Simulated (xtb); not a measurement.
OSi, charge +1, doublet, from a rough starting geometry (a state made from the parent by changing its charge; the spin is typed, not shown lowest); GFN2-xTB in xtb.

xtb was given this input:
```
$ xtb mol.xyz --gfn 2 --chrg 1 --uhf 1 --opt vtight --json

# file mol.xyz
2

Si    -0.03261986    -0.00977998     0.79764867
O      0.05646961    -0.01837352    -0.83228497
```

Predict the main parts of the log of this xtb run.


```
   ID    Z sym.   atoms
    1   14 Si     1
    2    8 O      2

           -------------------------------------------------
          |                Calculation Setup                |
           -------------------------------------------------

           -------------------------------------------------
          |                 G F N 2 - x T B                 |
           -------------------------------------------------

          ...................................................
          :                      SETUP                      :
          :.................................................:
          :  # basis functions                  14          :
          :  # atomic orbitals                  13          :
          :  # shells                            5          :
          :  # electrons                         9          :
          :  max. iterations                   250          :
          :  Hamiltonian                  GFN2-xTB          :
          :  restarted?                      false          :
          :  GBSA solvation                  false          :
          :  PC potential                    false          :
          :  electronic temp.          300.0000000     K    :
          :  accuracy                    1.0000000          :
          :  -> integral cutoff          0.2500000E+02      :
          :  -> integral neglect         0.1000000E-07      :
          :  -> SCF convergence          0.1000000E-05 Eh   :
          :  -> wf. convergence          0.1000000E-03 e    :
          :  Broyden damping             0.4000000          :
          :  net charge                          1          :
          :  unpaired electrons                  1          :
          ...................................................

 iter      E             dE          RMSdq      gap      omega  full diag
   1     -5.1579577 -0.515796E+01  0.266E+01    4.94       0.0  T
   2     -5.2140143 -0.560566E-01  0.185E+01    3.91       1.0  T
   3     -5.2045236  0.949069E-02  0.370E+00    3.93       1.0  T
   4     -5.1980546  0.646902E-02  0.422E+00    3.61       1.0  T
   5     -5.1858756  0.121789E-01  0.405E+00    4.39       1.0  T
   6     -5.2246349 -0.387593E-01  0.850E-01    4.00       1.0  T
   7     -5.2235662  0.106869E-02  0.915E-01    4.03       1.0  T
   8     -5.2255833 -0.201706E-02  0.170E-01    3.92       1.0  T
   9     -5.2256494 -0.661754E-04  0.631E-02    3.94       1.1  T
  10     -5.2256485  0.954524E-06  0.281E-02    3.93       2.5  T
  11     -5.2256496 -0.108558E-05  0.137E-02    3.94       5.2  T
  12     -5.2256498 -0.210228E-06  0.134E-03    3.94      52.8  T
  13     -5.2256498 -0.155682E-08  0.117E-03    3.94      60.4  T
  14     -5.2256498 -0.299125E-08  0.708E-05    3.94     998.3  T
  15     -5.2256498 -0.108784E-10  0.253E-05    3.94    2790.7  T

   *** convergence criteria satisfied after 15 iterations ***

         :::::::::::::::::::::::::::::::::::::::::::::::::::::
         ::                     SUMMARY                     ::
         :::::::::::::::::::::::::::::::::::::::::::::::::::::
         :: total energy              -5.213003339347 Eh    ::
         :: gradient norm              0.186477416038 Eh/a0 ::
         :: HOMO-LUMO gap              3.936264286819 eV    ::
         ::.................................................::
         :: SCC energy                -5.225649785797 Eh    ::
         :: -> isotropic ES            0.173000653273 Eh    ::
         :: -> anisotropic ES         -0.003178275162 Eh    ::
         :: -> anisotropic XC         -0.012859439501 Eh    ::
         :: -> dispersion             -0.000389286373 Eh    ::
         :: repulsion energy           0.012646446450 Eh    ::
         :: add. restraining           0.000000000000 Eh    ::
         :: total charge               1.000000000000 e     ::
         :::::::::::::::::::::::::::::::::::::::::::::::::::::

      -----------------------------------------------------------
     |                   =====================                   |
     |                        A N C O P T                        |
     |                   =====================                   |
     |               Approximate Normal Coordinate               |
     |                Rational Function Optimizer                |
      -----------------------------------------------------------
      -----------------------------------------------------------
     |                   =====================                   |
     |                        A N C O P T                        |
     |                   =====================                   |
     |               Approximate Normal Coordinate               |
     |                Rational Function Optimizer                |
      -----------------------------------------------------------

          ...................................................
          :                      SETUP                      :
          :.................................................:
          :   optimization level         verytight          :
          :   max. optcycles                   200          :
          :   ANC micro-cycles                  20          :
          :   degrees of freedom                 1          :
          :.................................................:
          :   RF solver                   davidson          :
          :   write xtbopt.log                true          :
          :   linear (good luck)              true          :
          :   energy convergence         0.1000000E-06 Eh   :
          :   grad. convergence          0.2000000E-03 Eh/α :
          :   maxmium RF displ.          1.0000000          :
          :   Hlow (freq-cutoff)         0.1000000E-01      :
          :   Hmax (freq-cutoff)         5.0000000          :
          :   S6 in model hess.         20.0000000          :
          ...................................................

[...]
 * total energy  :    -5.2130033 Eh     change       -0.1677769E-11 Eh
 * total energy  :    -5.2318277 Eh     change       -0.1882432E-01 Eh
 * total energy  :    -5.2323415 Eh     change       -0.5138432E-03 Eh
 * total energy  :    -5.2349762 Eh     change       -0.2634678E-02 Eh
 * total energy  :    -5.2350651 Eh     change       -0.8896299E-04 Eh
 * total energy  :    -5.2350673 Eh     change       -0.2190214E-05 Eh
 * total energy  :    -5.2350673 Eh     change       -0.1635144E-08 Eh
   *** GEOMETRY OPTIMIZATION CONVERGED AFTER 7 ITERATIONS ***
[...]
           -------------------------------------------------

          ...................................................
          :                      SETUP                      :
          :.................................................:
          :  # basis functions                  14          :
          :  # atomic orbitals                  13          :
          :  # shells                            5          :
          :  # electrons                         9          :
          :  max. iterations                   250          :
          :  Hamiltonian                  GFN2-xTB          :
          :  restarted?                      false          :
          :  GBSA solvation                  false          :
          :  PC potential                    false          :
          :  electronic temp.          300.0000000     K    :
          :  accuracy                    1.0000000          :
          :  -> integral cutoff          0.2500000E+02      :
          :  -> integral neglect         0.1000000E-07      :
          :  -> SCF convergence          0.1000000E-05 Eh   :
          :  -> wf. convergence          0.1000000E-03 e    :
          :  Broyden damping             0.4000000          :
          :  net charge                          1          :
          :  unpaired electrons                  1          :
          ...................................................

 iter      E             dE          RMSdq      gap      omega  full diag
   1     -5.2787128 -0.527871E+01  0.809E-05    4.27       0.0  T
   2     -5.2787128 -0.151879E-12  0.572E-05    4.27    1237.2  T
   3     -5.2787128 -0.649258E-12  0.413E-05    4.27    1712.2  T

   *** convergence criteria satisfied after 3 iterations ***

         :::::::::::::::::::::::::::::::::::::::::::::::::::::
         ::                     SUMMARY                     ::
         :::::::::::::::::::::::::::::::::::::::::::::::::::::
         :: total energy              -5.235067335797 Eh    ::
         :: gradient norm              0.000044120501 Eh/a0 ::
         :: HOMO-LUMO gap              4.268050206039 eV    ::
         ::.................................................::
         :: SCC energy                -5.278712754580 Eh    ::
         :: -> isotropic ES            0.171902237622 Eh    ::
         :: -> anisotropic ES         -0.004089084257 Eh    ::
         :: -> anisotropic XC         -0.012549857926 Eh    ::
         :: -> dispersion             -0.000386579557 Eh    ::
         :: repulsion energy           0.043645418783 Eh    ::
         :: add. restraining           0.000000000000 Eh    ::
         :: total charge               1.000000000000 e     ::
         :::::::::::::::::::::::::::::::::::::::::::::::::::::

           -------------------------------------------------
          |                Property Printout                |
           -------------------------------------------------

    * Orbital Energies and Occupations

         #    Occupation            Energy/Eh            Energy/eV
      -------------------------------------------------------------
         1        2.0000           -1.0957691             -29.8174
         2        2.0000           -0.9115257             -24.8039
         3        2.0000           -0.8385070             -22.8169
         4        2.0000           -0.8385070             -22.8169
         5        1.0000           -0.7773287             -21.1522 (HOMO)
         6                         -0.6204807             -16.8841 (LUMO)
         7                         -0.6204807             -16.8841
         8                         -0.4760658             -12.9544
         9                         -0.4142862             -11.2733
        10                         -0.4142862             -11.2733
        11                         -0.2966848              -8.0732
        12                         -0.2966848              -8.0732
        13                          0.6299634              17.1422
      -------------------------------------------------------------
                  HL-Gap            0.1568480 Eh            4.2681 eV
             Fermi-level           -0.7532421 Eh          -20.4968 eV

     #   Z          covCN         q      C6AA      α(0)
     1  14 Si       0.771     0.892   198.837    30.644
     2   8 O        0.771     0.108    13.767     4.973

 Mol. C6AA /au·bohr⁶  :        306.165031
 Mol. C8AA /au·bohr⁸  :      18054.611248
 Mol. α(0) /au        :         35.617255

Wiberg/Mayer (AO) data.
largest (>0.10) Wiberg bond orders for each atom

 ---------------------------------------------------------------------------
     #   Z sym  total        # sym  WBO       # sym  WBO       # sym  WBO
 ---------------------------------------------------------------------------
     1  14 Si   2.563 --     2 O    2.563
     2   8 O    2.563 --     1 Si   2.563
 ---------------------------------------------------------------------------

Topologies differ in total number of bonds
Writing topology from bond orders to xtbtopo.mol

molecular dipole:
                 x           y           z       tot (Debye)
 q only:       -0.038      -0.021       1.067
   full:       -0.095      -0.015       2.125       5.408
molecular quadrupole (traceless):
                xx          xy          yy          xz          yz          zz
 q only:       -0.943       0.001      -0.948      -0.122      -0.027       1.892
  q+dip:       -2.369       0.002      -2.384      -0.324      -0.047       4.753
   full:       -0.784       0.003      -0.784      -0.062      -0.072       1.569

optimized geometry written to: xtbopt.xyz

           -------------------------------------------------
          | TOTAL ENERGY               -5.235067335797 Eh   |
          | GRADIENT NORM               0.000044120501 Eh/α |
          | HOMO-LUMO GAP               4.268050206039 eV   |
           -------------------------------------------------
```
